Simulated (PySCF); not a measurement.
System: C2H6ClGaO2, charge 0, multiplicity 1. 
Geometry from a B3LYP-D3(BJ)/def2-TZVP (Ansatz) optimisation:
```xyz
12

C      2.7697    -0.6224     0.2531
O      1.4889    -1.1606    -0.0502
Ga    -0.0035    -0.2137    -0.0485
Cl     0.0312     1.8871     0.4293
O     -1.5253    -1.0212    -0.4439
C     -2.7857    -0.3637    -0.4794
H      3.4319    -0.7733    -0.6030
H      3.1852    -1.1523     1.1138
H      2.7413     0.4462     0.4849
H     -2.7245     0.6945    -0.2095
H     -3.2015    -0.4403    -1.4871
H     -3.4654    -0.8599     0.2176
```
Charge 0, spin multiplicity 1.

Dispersion corrections to the total energy (kcal/mol) from the dftd3 and dftd4 libraries through PySCF: D3(BJ) without and D4 with the three-body term, each with the damping fitted for the functional named.

| functional | D3(BJ) | D4 |
|---|---|---|
| B3LYP | -9.68 | -9.93 |
| TPSSh | -6.48 | [?] |
| BLYP | -11.71 | -13.24 |
| PW6B95 | -3.22 | [?] |
| PBE0 | -4.84 | -5.28 |
| LC-wPBE | [?] | -6.91 |
| BP86 | -9.29 | -8.52 |

### Question
Fill in the missing entries.

### Answer

- TPSSh, D4: -7.53
- PW6B95, D4: -5.06
- LC-wPBE, D3(BJ): -5.46
